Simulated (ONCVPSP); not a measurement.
**What the settings do to the ONCV potential of indium**

Base potential:

* Element: In
* Generator: ONCVPSP 4.0.1
* Type: optimised norm-conserving Vanderbilt (ONCV)
* Functional: Wu-Cohen
* Relativity: scalar-relativistic
* Frozen core: [Ar] 3d10
* Valence charge: 21
* Reference configuration: 4s2 4p6 4d10 5s2 5p1
* Partial waves: 4s+5s: rc 1.50 bohr, ncon 3, nbas 7, qcut 9.9 1/bohr, 2 projectors; 4p+5p: rc 1.80 bohr, ncon 5, nbas 8, qcut 9 1/bohr, 2 projectors; 4d: rc 1.45 bohr, ncon 4, nbas 8, qcut 9.5 1/bohr, local
* Local potential: the d channel
* Core correction: Teter function, fcfact 4.25, rcfact 1.5

Cutoffs, loose and tight: the cutoffs (Ha) at which the residual kinetic energy of the hardest occupied pseudo-wave falls to 1 and 0.1 mHa per electron. They do not see the model core or the augmentation charge, which bear on the density cutoff. Test errors are all-electron minus pseudo excitation energies from the reference, over the configurations 4s2 4p6 4d10 5s2 5p0; 4s2 4p6 4d10 5s1 5p0; 4s2 4p6 4d10 5s0 5p0; 4s2 4p6 4d10 5s1 5p2. A dash means not determined; rows that change the core or the reference have their own tests. The largest error is taken over the tests solved by every variant that gives reliable tests at all: 4s2 4p6 4d10 5s1 5p0; 4s2 4p6 4d10 5s1 5p2; 4s2 4p6 4d10 5s2 5p0.

```tsv
change	outcome	cutoff, loose	cutoff, tight	bound ghosts	GHOST(+) flags above zero	largest test error (meV)
base	generated	35 Ha	41 Ha	none	s	-5.6
all radii but the core radius scaled by about 1.05 (s 1.58, p 1.88, d 1.52 bohr)	generated	34 Ha	39 Ha	none	s	-6.0
all radii but the core radius scaled by about 1.12 (s 1.68, p 2.02, d 1.62 bohr)	generated	33 Ha	38 Ha	none	s, p	-6.6
all radii but the core radius scaled by about 1.23 (s 1.84, p 2.20, d 1.78 bohr)	generated	31 Ha	36 Ha	none	s	-7.1
all radii but the core radius scaled by about 1.31 (s 1.96, p 2.36, d 1.90 bohr)	generated	30 Ha	34 Ha	none	s	-7.9
```

Task: What comes out with this change to the base: all radii but the core radius scaled by about 0.80 (s 1.20, p 1.44, d 1.16 bohr)?

Result: outcome: generated; cutoff, loose: 39 Ha; cutoff, tight: 48 Ha; bound ghosts: none; GHOST(+) flags above zero: s; largest test error (meV): -4.5.

Task: What comes out with this change to the base: all radii but the core radius scaled by about 0.90 (s 1.36, p 1.62, d 1.30 bohr)?

Result: outcome: generated; cutoff, loose: 38 Ha; cutoff, tight: 44 Ha; bound ghosts: none; GHOST(+) flags above zero: s; largest test error (meV): -5.1.

Reading the sweep of the scale of all radii but the core radius (base = 1) (base included, trends over the rows without a ghost): The loose cutoff falls from 39 Ha at 0.8 to 30 Ha at 1.31. A larger radius leaves more room for a smooth pseudo-wave, so fewer plane waves are needed; a smaller one forces it to follow the all-electron wave where it bends sharply.
